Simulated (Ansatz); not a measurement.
Frontier orbitals of C6H3ClHf, SMILES `C#[C][Hf]([Cl])([C]#C)[C]#C`.

```xyz
11

C    -0.2804   -2.9012    1.3167
C    -0.2714   -1.7134    1.0585
Hf   -0.2445    0.3934    0.5703
Cl   -1.0193    1.6417    2.3767
C    -1.5031    0.7283   -1.1563
C    -2.2007    0.9059   -2.1359
C     1.7812    0.9739    0.0831
C     2.9197    1.2891   -0.2035
H    -0.2881   -3.9444    1.5428
H    -2.8127    1.0613   -2.9966
H     3.9194    1.5654   -0.4557
```

Total charge 0; spin multiplicity 1. Correlated methods include outer-core shells of Hf, which these sets cover unevenly. Hf takes the def2 core potential. Geometry: relaxed with PBE0-D4/def2-TZVP. Basis def2-TZVPP, Ansatz.

```json
{"functional": "PBE", "HOMO (eV)": "-7.13", "LUMO (eV)": "-3.20", "gap (eV)": "3.93"}
{"functional": "PBE0", "HOMO (eV)": "-8.29", "LUMO (eV)": "-2.43", "gap (eV)": "5.86"}
{"functional": "B3LYP", "HOMO (eV)": "-8.03", "LUMO (eV)": "-2.60", "gap (eV)": "5.43"}
{"functional": "r2SCANh", "HOMO (eV)": "-7.80", "LUMO (eV)": "-2.76", "gap (eV)": "5.04"}
{"functional": "ωB97M-V", "HOMO (eV)": "-10.49", "LUMO (eV)": "-0.43", "gap (eV)": "10.06"}
```

From PBE to PBE0 the HOMO moves by −1.16 eV and the LUMO by +0.78 eV, and with ωB97M-V by −3.36 and +2.77 eV, so the gap grows from 3.92 to 10.06 eV with exact exchange.

B3LYP here is the variant with VWN-RPA as its local correlation; programs differ in this.
